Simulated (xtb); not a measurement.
HfOBr2, SMILES [Br][Hf]([Br])=[O], multiplicity 1. All values are semi-empirical tight-binding results from xtb (GFN2-xTB unless named), good for trends rather than for accurate numbers. Geometry: GFN2-xTB. The spin state was assumed, not searched.

For metal compounds this method's bond lengths and energies can be far off.

Estimate the properties. (An estimate is asked for; the answer gives what the named calculation found.)


```
Property                                        Value
-------------------------------------  --------------
point group as xtb finds it                        Cs
orbital gap                                   2.88 eV
zero-point energy                        2.2 kcal/mol
G − E(el) at 298.15 K (modified RRHO)  -19.7 kcal/mol
```
